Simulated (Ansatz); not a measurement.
Born–Oppenheimer molecular dynamics of C2H4BClO2 (10 atoms, charge 0, multiplicity 1). It starts at the highest image of a converged band. Of that band: The profile has 2 maxima (images 2, 7) with wells between them (image 4): this band takes more than one step, which may be the mechanism or a detour left from its start path. Neighbouring images differ by up to 1.3 eV, so the band resolves the path poorly. A vibrational analysis at the climbing image gives one clearly imaginary mode, 1306i cm⁻¹: a first-order saddle point.

The calculation used RKS PBE-D4/def2-SVP (Ansatz).

| Property | Result |
| --- | --- |
| ensemble | NVE (velocity Verlet) |
| time step | 0.5 fs |
| steps asked | 200 |
| starting velocities drawn for | 300 K |
| seed | 3442 |

First frame:

```xyz
10
Properties=species:S:1:pos:R:3
O -1.508 -1.127 1.405
C -0.612 -0.258 0.947
C -0.149 -0.335 -0.387
B 1.073 0.627 -0.705
O 1.522 1.468 0.249
Cl 1.849 0.601 -2.296
H -1.659 -1.866 0.758
H -0.914 0.671 0.075
H -0.497 -1.121 -1.105
H 0.978 1.290 1.061
```

Task: How far do the bonds stretch over the last three quarters of this one trajectory? (Pairs bonded in most of those frames.)

Result: 
```tsv
bond	mean (Å)	spread (Å)	shortest	longest
O1–C2	1.305	0.015	1.28	1.34
O1–H7	1.008	0.020	0.97	1.04
C2–C3	1.498	0.046	1.42	1.58
C3–B4	1.630	0.058	1.55	1.77
C3–H8	1.142	0.080	1.02	1.28
C3–H9	1.126	0.020	1.08	1.17
B4–O5	1.343	0.010	1.33	1.36
B4–Cl6	1.787	0.047	1.69	1.87
O5–H10	1.019	0.022	0.98	1.08
```

Mean temperature of the second half: 549 K. The conserved energy stayed within 0.28 meV per atom of its start (net change 0.24 meV per atom), so the integration is sound. The kinetic energy rose, since the run started high on the potential surface and went downhill. A run of 0.1 ps of so small a system gives no equilibrium averages. The orbitals stay closed-shell, which can raise the energy where a bond breaks towards radicals; this wasn't checked here.

The run took 5.4 min on 2 threads of AMD EPYC 7R43 64-Core Processor (Zen 3), on a shared host, peak memory 0.15 GiB.
